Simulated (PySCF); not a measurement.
Compound: C2H7BO2Te.
Bonds: C1–Te2, Te2–C3, C3–B4, B4–O5, B4–O6. Hydrogens: H7, H8, H9 on C1; H10, H11 on C3; H12 on O5; H13 on O6.

Computed by this run: PBE0-D3(BJ)/def2-SVP geometry optimisation, gas phase, def2 core potentials past Kr in PySCF 2.14.0; density fitting, grid level 1; the optimiser is geomeTRIC in internal coordinates, started from a GFN2-xTB structure with every atom displaced at random (about 0.01 Å).

Step 0: E = -14241.7953 eV
```
atom  x, y, z in Å  |  force x, y, z in eV/Å
C1      2.8280   -0.1872   -0.1292   -0.698   1.823  -0.080
Te2     0.9674    0.1903   -1.2447    0.882  -0.183   0.331
C3     -0.2869   -0.1046    0.4869    1.306   0.027   0.379
B4     -1.7101    0.1149   -0.0046   -2.317   0.112  -0.336
O5     -1.8593    0.3985   -1.3378    0.758  -0.074   0.225
O6     -2.7987    0.0148    0.8355   -0.406   0.138  -0.292
H7      2.8045   -1.1535    0.3088   -0.019  -1.312   0.459
H8      3.6601   -0.0851   -0.8203    0.305  -0.037  -0.273
H9      2.9246    0.5841    0.6688   -0.032  -0.338  -0.381
H10    -0.1087   -1.1021    0.9029   -0.104  -0.236  -0.041
H11     0.0069    0.6000    1.2798   -0.070   0.123  -0.053
H12    -2.7233    0.5499   -1.6917   -0.801   0.103  -0.181
H13    -3.6979    0.1634    0.4642    1.195  -0.145   0.243
```

Step 1: E = -14241.9701 eV
```
atom  x, y, z in Å  |  force x, y, z in eV/Å
C1      2.8466   -0.1848   -0.0807   -0.264   0.190  -0.004
Te2     1.0710    0.1906   -1.2756    0.251  -0.092   0.230
C3     -0.2649   -0.0844    0.4002    0.206   0.088  -0.151
B4     -1.7491    0.1285   -0.0647   -0.304  -0.081   0.054
O5     -1.9721    0.4138   -1.3802   -0.006   0.047  -0.096
O6     -2.7344    0.0036    0.8697   -0.020   0.028   0.104
H7      2.7983   -1.1871    0.3628    0.023  -0.045  -0.053
H8      3.7169   -0.1005   -0.7415    0.077  -0.047  -0.035
H9      2.9180    0.5734    0.7131    0.008  -0.039  -0.057
H10    -0.1099   -1.0901    0.8155   -0.061  -0.079  -0.016
H11     0.0069    0.6316    1.1899   -0.028   0.055   0.007
H12    -2.8770    0.5559   -1.6736    0.021  -0.037   0.119
H13    -3.6439    0.1329    0.5836    0.098   0.010  -0.104
```

Step 2: E = -14241.9833 eV
```
atom  x, y, z in Å  |  force x, y, z in eV/Å
C1      2.8552   -0.1826   -0.0707   -0.009   0.027   0.052
Te2     1.1102    0.1855   -1.2697   -0.084  -0.004  -0.013
C3     -0.2591   -0.0822    0.3789    0.074   0.040  -0.135
B4     -1.7531    0.1257   -0.0765   -0.080   0.004   0.038
O5     -2.0109    0.4131   -1.3848    0.113   0.002  -0.069
O6     -2.7246    0.0108    0.8717    0.001  -0.008   0.134
H7      2.8057   -1.1908    0.3604    0.039  -0.012  -0.003
H8      3.7349   -0.1004   -0.7231    0.014  -0.020   0.006
H9      2.9207    0.5699    0.7261    0.032  -0.012   0.008
H10    -0.1171   -1.0910    0.7959   -0.032  -0.017  -0.009
H11     0.0023    0.6363    1.1712   -0.029   0.009   0.001
H12    -2.9296    0.5464   -1.6325   -0.024  -0.015   0.038
H13    -3.6279    0.1428    0.5716   -0.015   0.007  -0.047
```

Question: Estimate the geometry and energy of step 3. (The exact step hangs on the optimiser's Hessian estimate; all steps are aligned on step 2, rigid shifts and turns removed.)

Answer: E = -14241.9855 eV, largest force 0.120 eV/Å
```
atom  x, y, z in Å  |  force x, y, z in eV/Å
C1      2.8612   -0.1817   -0.0664   -0.002  -0.020  -0.011
Te2     1.1133    0.1876   -1.2710   -0.005   0.000  -0.011
C3     -0.2619   -0.0790    0.3661   -0.013  -0.002   0.029
B4     -1.7618    0.1269   -0.0724    0.120   0.008  -0.004
O5     -2.0125    0.4083   -1.3835   -0.037  -0.010  -0.007
O6     -2.7297    0.0183    0.8820    0.032   0.010  -0.009
H7      2.8204   -1.1947    0.3551    0.002  -0.001   0.007
H8      3.7426   -0.0968   -0.7173   -0.017   0.004  -0.003
H9      2.9310    0.5633    0.7363    0.002   0.009   0.014
H10    -0.1273   -1.0905    0.7812    0.001   0.010   0.008
H11    -0.0047    0.6387    1.1608   -0.002  -0.018   0.015
H12    -2.9344    0.5351   -1.6223   -0.045   0.005  -0.030
H13    -3.6296    0.1479    0.5700   -0.035   0.003   0.002
```

The energy changes by -0.0022 eV. The first-order estimate −F·Δx gives -0.0062 eV and the mean of the old and new forces, exact on a quadratic surface, -0.0021 eV. The step makes an angle of 62° with the force vector and moves no atom by more than 0.018 Å.

What follows is the cost of the whole optimisation. The run took 54 s on one thread of an Arm Neoverse V1, shared host, and the process peaked at 0.55 GiB of memory.
